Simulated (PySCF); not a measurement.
Ligands exchanged one at a time, B CH3-I. All species are isolated molecules in the gas phase. Strings in code marks are SMILES.

All values below come from TPSSh-D3(BJ)/def2-TZVP // PBE0-D3(BJ)/def2-TZVP (PySCF). Delta-SCF ions had no search for a lower state. Excitations are Tamm–Dancoff values on a coarser integration grid. The basis has no diffuse functions, so Rydberg states are missing or too high.

| species | HOMO (eV) | S1 excitation (TDA) (eV) | vertical ionisation energy (Delta-SCF) (eV) | dipole moment (D) | T1 excitation (TDA) (eV) |
|---|---|---|---|---|---|
| 0 of 3 CH3 replaced by I | -7.76 | 6.49 | 10.43 | 0.02 | 5.89 |
| 1 of 3 CH3 replaced by I (`CB(C)I`) | -6.62 | 4.51 | 9.32 | 1.90 | 4.35 |
| 2 of 3 CH3 replaced by I | -6.77 | 3.94 | 9.14 | 1.23 | 3.78 |
| 3 of 3 CH3 replaced by I | -6.80 | 3.42 | 8.96 | 0.00 | 3.27 |
